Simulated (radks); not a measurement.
Results of a calculation; reference values are marked as such.
Effect of the nuclear size on the palladium ion Pd+, [Kr] 4d9. Level of theory: Dirac Kohn-Sham, BLYP, spin-unpolarised, spherical densities, finite nucleus; open shells are shared between the two j in proportion to 2j + 1; Fermi nuclear charge, rms radius 4.5318 fm (a radial shooting solver on a logarithmic mesh with Libxc functionals). The rms radius is varied about that value; shifts are against it.

rms radius (fm) = 4.0741: total energy shift (eV) -0.480; density at nucleus (e/bohr^3) 1.347e+05; 1s1/2 shift (meV) -202; 2s1/2 shift (meV) -22.5; 4s1/2 shift (meV) -0.784; 5s1/2 (empty) shift (meV) -0.073
rms radius (fm) = 4.0967: total energy shift (eV) -0.458; density at nucleus (e/bohr^3) 1.346e+05; 1s1/2 shift (meV) -193; 2s1/2 shift (meV) -21.4; 4s1/2 shift (meV) -0.747; 5s1/2 (empty) shift (meV) -0.069
rms radius (fm) = 4.5318: total energy shift (eV) 0; density at nucleus (e/bohr^3) 1.328e+05; 1s1/2 shift (meV) 0.000; 2s1/2 shift (meV) 0.000; 4s1/2 shift (meV) 0.000; 5s1/2 (empty) shift (meV) 0.000
rms radius (fm) = 4.8807: total energy shift (eV) 0.396; density at nucleus (e/bohr^3) 1.316e+05; 1s1/2 shift (meV) 167; 2s1/2 shift (meV) 18.5; 4s1/2 shift (meV) 0.647; 5s1/2 (empty) shift (meV) 0.060
rms radius (fm) = 5.4155: total energy shift (eV) 1.05; density at nucleus (e/bohr^3) 1.298e+05; 1s1/2 shift (meV) 443; 2s1/2 shift (meV) 49.2; 4s1/2 shift (meV) 1.72; 5s1/2 (empty) shift (meV) 0.159

Slopes of the eigenvalues against <r^2> in GHz/fm^2, as finite differences over the two radii next to the reference (eigenvalue slopes, not the field-shift constants of lines): 1s1/2 12400, 2s1/2 1370, 4s1/2 47.9, 5s1/2 (empty) 4.44.
